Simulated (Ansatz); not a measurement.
Gas-phase electronic energies from Ansatz, PBE0-D4/def2-TZVP geometries. CCSD(T)/CBS adds triple-zeta CCSD(T) − MP2 to the extrapolated MP2 energy (def2 sets, frozen cores). This one scheme is used for every species. DFT in def2-TZVPP. Each species was taken in one conformer, which may not be the lowest.

`[OH][Al]([SH])[AlH][F]` + `N=C=O` → `O=C=[N][AlH][F]` + `[OH][AlH][SH]`  (cleavage of the Al–Al bond)

```
          level  ΔE (kJ/mol)
        ωB97X-V       -134.3
CCSD/def2-TZVPP       -139.4
```

What does CCSD(T)/CBS give? (Best estimate.)

Computed: -134.8 kJ/mol. The listed levels differ from it by 0.5, -4.6 kJ/mol.

What do rigid-rotor, harmonic-oscillator terms from PBE0-D4/def2-TZVP frequencies (298.15 K, 1 bar) make of the CCSD(T)/CBS value? (Best estimate.)

Ansatz gave: ΔZPE = -4.3 kJ/mol, ΔH = -141.2 kJ/mol, ΔS = -3 J/(mol·K), ΔG = -140.2 kJ/mol. Modes under 50 cm⁻¹ make the entropy rough.

Largest T1 diagnostic among the species: 0.018.

From r2SCAN to r2SCAN0 (25 % exact exchange), in def2-TZVPP and without D4, ΔE moves by −3.8 kJ/mol. In def2-TZVPP, CCSD(T) changes the Hartree–Fock value by +23.6 kJ/mol (the triples alone add +3.7 kJ/mol) and MP2 by +12.1 kJ/mol. Leaving LDA and LC-ωPBE aside and taking each functional with its dispersion term where it has one, the values, not all of them listed here, spread over 37.9 kJ/mol, from B97M-V to PBE-D4.
